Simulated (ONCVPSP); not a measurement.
# Ti: excitation energies, all-electron against ONCV

```json
{
  "Element": "titanium",
  "Generator": "ONCVPSP 4.0.1",
  "Type": "optimised norm-conserving Vanderbilt (ONCV)",
  "Functional": "PBE",
  "Relativity": "scalar-relativistic",
  "Frozen core": "[Ne]",
  "Valence charge": "12",
  "Reference configuration": "3s2 3p6 3d2 4s2",
  "Partial waves": "3s+4s: rc 1.55 bohr, ncon 4, nbas 7, qcut 9.8 1/bohr, 2 projectors; 3p: rc 1.25 bohr, ncon 4, nbas 7, qcut 11.5 1/bohr, 2 projectors, debl 3.6 Ha; 3d: rc 1.25 bohr, ncon 3, nbas 7, qcut 12.1 1/bohr, local",
  "Local potential": "the d channel",
  "Core correction": "Teter function, fcfact 2.5, rcfact 1.8"
}
```

Energies are relative to the spin-unpolarised reference configuration 3s2 3p6 3d2 4s2; without spin polarisation the order of configurations can differ from experiment.

| valence configuration | charge | ΔE all-electron (eV) | error AE − PS (meV) |
| --- | --- | --- | --- |
| 3s2 3p6 3d2 4s1 | +1 | 7.347 | -0.4 |
| 3s2 3p6 3d2 4s1 4p1 | 0 | 3.076 | +15 |

(1) What are ΔE and the potential's error for 3s2 3p6 3d1 4s0?

(2) What are ΔE and the potential's error for 3s2 3p6 3d2 4s0?

Note: no bound ghost flagged; GHOST(+) flagged for p at 32.5 eV, s at 532.3 eV, s at 555.5 eV.

Results:

(1) ΔE = 47.867 eV all-electron; the error (AE − PS) is +0.6 meV.

(2) ΔE = 20.919 eV all-electron; the error (AE − PS) is -1.0 meV.
